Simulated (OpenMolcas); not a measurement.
**Rh3+: effect of correlating more closed shells**

| Property | Result |
| --- | --- |
| Program | OpenMolcas |
| Basis | ANO-RCC-VTZP [7s6p4d2f1g] |
| Scalar Hamiltonian | DKH2, point nucleus |
| Active space | 6 electrons in 5 orbitals (4d) |
| State averaging | 2S+1 = 5 even, 5 roots; 2S+1 = 3 even, 45 roots; 2S+1 = 1 even, 50 roots |
| Spin-orbit coupling | state interaction with AMFI integrals over the reference wave functions, term energies averaged over their components |

Methods on the same reference wave functions:
A. CASSCF
B. MS-CASPT2, IPEA 0.25 Eh, imaginary shift 0.1 Eh (closed shells correlated: none)
C. MS-CASPT2, IPEA 0.25 Eh, imaginary shift 0.1 Eh (closed shells correlated: 4s 4p)
D. MS-CASPT2, IPEA 0.25 Eh, imaginary shift 0.1 Eh (closed shells correlated: 3d 4s 4p)

Energies in cm⁻¹ above 4d⁶ ⁵D₄.

```json
{"Level": "4d⁶ ⁵D₄", "A": "0.0", "B": "0.0", "C": "0.0", "D": "0.0"}
{"Level": "4d⁶ ⁵D₃", "A": "1534", "B": "1547", "C": "1552", "D": "1553"}
{"Level": "4d⁶ ⁵D₂", "A": "2451", "B": "2430", "C": "2430", "D": "2430"}
{"Level": "4d⁶ ⁵D₁", "A": "3045", "B": "3010", "C": "3020", "D": "3020"}
{"Level": "4d⁶ ⁵D₀", "A": "3331", "B": "3290", "C": "3300", "D": "3300"}
{"Level": "4d⁶ ³H₆", "A": "20112", "B": "20080", "C": "18400", "D": "18300"}
{"Level": "4d⁶ ³H₅", "A": "20592", "B": "20270", "C": "18670", "D": "18580"}
{"Level": "4d⁶ ³P₂(1)", "A": "21331", "B": "18400", "C": "17930", "D": "17830"}
{"Level": "4d⁶ ³F₃(1)", "A": "23440", "B": "21360", "C": "20490", "D": "20390"}
{"Level": "4d⁶ ³F₂(1)", "A": "24159", "B": "21990", "C": "21130", "D": "21030"}
{"Level": "4d⁶ ³G₅", "A": "25657", "B": "24200", "C": "22790", "D": "22690"}
{"Level": "4d⁶ ³P₁(1)", "A": "25707", "B": "22810", "C": "22270", "D": "22170"}
{"Level": "4d⁶ ³P₀(1)", "A": "26630", "B": "23330", "C": "23100", "D": "23000"}
{"Level": "4d⁶ ³G₄", "A": "27089", "B": "25320", "C": "24050", "D": "23950"}
{"Level": "4d⁶ ³G₃", "A": "27493", "B": "25660", "C": "24400", "D": "24290"}
{"Level": "4d⁶ ¹I₆", "A": "31008", "B": "30950", "C": "28550", "D": "28420"}
{"Level": "4d⁶ ³D₂", "A": "32167", "B": "28040", "C": "27150", "D": "27010"}
{"Level": "4d⁶ ³D₁", "A": "32390", "B": "28270", "C": "27420", "D": "27290"}
{"Level": "4d⁶ ³D₃", "A": "32641", "B": "28500", "C": "27600", "D": "27470"}
{"Level": "4d⁶ ¹G₄(1)", "A": "33547", "B": "30930", "C": "30400", "D": "30270"}
{"Level": "4d⁶ ¹S₀(1)", "A": "38540", "B": "33090", "C": "33670", "D": "33520"}
{"Level": "4d⁶ ¹D₂(1)", "A": "40118", "B": "36300", "C": "34490", "D": "34340"}
{"Level": "4d⁶ ¹F₃", "A": "44695", "B": "39920", "C": "37790", "D": "37610"}
{"Level": "4d⁶ ³P₀(2)", "A": "50715", "B": "43340", "C": "42560", "D": "42370"}
```

Among B to D the level of the table that moves most is 4d⁶ ¹I₆, by 2500 cm-1 (lowest in D, highest in B). Moves below CASPT2's spread within the term are not significant.

From A to B the spin-free energies of the other terms of 4d⁶ shown, above ⁵D, scale by factors of 0.83 to 1.00.

The lowest spin-free term lies below A's lowest term by 0.113 hartree in B, 0.416 hartree in C, 0.469 hartree in D.

What an inner shell adds also hangs on whether the basis holds functions to correlate it.

CASPT2 does not keep the components of a term degenerate, so their means are used; among the terms shown or strongly mixed into the levels shown the widest spread is 1500 cm-1 (4d⁶ ¹I, D). Without dynamic correlation excited terms often stand tens of per cent too high (terms of higher spin than the ground term too low), and those without a measured partner can miss by more than the paired ones (holds for A). The CASPT2 spread within a term exceeds the gap to the next term for 4d⁶ ³D and 4d⁶ ¹I, 4d⁶ ¹I and 4d⁶ ¹G(1), so the order of their levels is uncertain (holds for C; D). Only configurations of the active space appear. Levels that lie high or do not pair safely by name in every column are left out.

A number in round brackets counts repeated terms of one configuration in the order of the reference energies.
